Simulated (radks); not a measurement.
Results of a calculation; reference values are marked as such.
Task: The vanadium ion V4+, configuration [Ne] 3p6 3d1 4s2 (not the ground configuration). Level of theory: scalar-relativistic Kohn-Sham, r2SCAN, spin-polarised, spherical densities, finite nucleus; open shells are filled with parallel spins first; meta-GGA in the generalised Kohn-Sham scheme; Fermi nuclear charge, rms radius 3.6002 fm (a radial shooting solver on a logarithmic mesh with Libxc functionals). Some entries of the table are withheld. Estimate them.

orbital  occ.  eigenvalue (eV)  r(max) (bohr)  <r^2> (bohr^2)
1s down     1        -5471.523        0.04350        0.005940
1s up       1        -5471.513        0.04350        0.005940
2s up       1        -694.9890         0.2552          0.1115
2s down     1        -694.1874         0.2551          0.1112
2p up       3        -593.0633         0.2081         0.09208
2p down     3        -592.4396         0.2080         0.09183
3p up       3        -116.2558         0.8083          0.9934
3p down     3        -114.2713         0.8098           1.001
3d up       1         -72.6991            (1)           1.134
3d down     0         -70.6839            (2)           1.159
4s up       1         -45.6684          2.010           5.200
4s down     1         -45.3088          2.023           5.289

Result: 
(1) 3d up r(max) (bohr): 0.7660
(2) 3d down r(max) (bohr): 0.7693
